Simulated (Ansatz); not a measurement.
Isolated molecules relaxed with PBE0-D4/def2-TZVP in Ansatz; ΔE leaves out vibrations. CCSD(T)/CBS adds triple-zeta CCSD(T) − MP2 to the extrapolated MP2 energy (def2 sets, frozen cores). This one scheme is used for every species. DFT in def2-TZVPP. B3LYP here is the variant with VWN-RPA as its local correlation; programs differ in this. For Zn outer-core shells are correlated without core-valence functions, which leaves a few kJ/mol of doubt a bond. Scalar relativity is left out up to krypton.

`FC(F)(F)C1=CC(C(F)(F)F)=[O+][Zn-]([Cl])[O]1` + `C[Si]Cl` → `[CH3][Zn-]1[O]C(C(F)(F)F)=CC(C(F)(F)F)=[O+]1` + `Cl[Si]Cl`  (redistribution)

CCSD(T)/CBS gives +7.9 kJ/mol.

Problem. Another level gave -6.5 kJ/mol. Which?
A. PBE-QIDH/def2-TZVPP
B. revPBE-D4/def2-TZVPP
C. B3LYP/def2-TZVPP
D. B97M-V/def2-TZVPP

Solution. C. B3LYP -6.5, revPBE-D4 -11.9, B97M-V 1.0, PBE-QIDH 6.2 kJ/mol.

Largest T1 diagnostic among the species: 0.015.

From BLYP to BHLYP (50 % exact exchange), in def2-TZVPP and without D4, ΔE moves by +28.6 kJ/mol. Leaving LDA and LC-ωPBE aside and taking each functional with its dispersion term where it has one, the values, not all of them listed here, spread over 27.3 kJ/mol, from BLYP-D4 to BHLYP-D4. In def2-TZVPP, CCSD(T) changes the Hartree–Fock value by −33.8 kJ/mol (the triples alone add −5.8 kJ/mol) and MP2 by −42.0 kJ/mol.
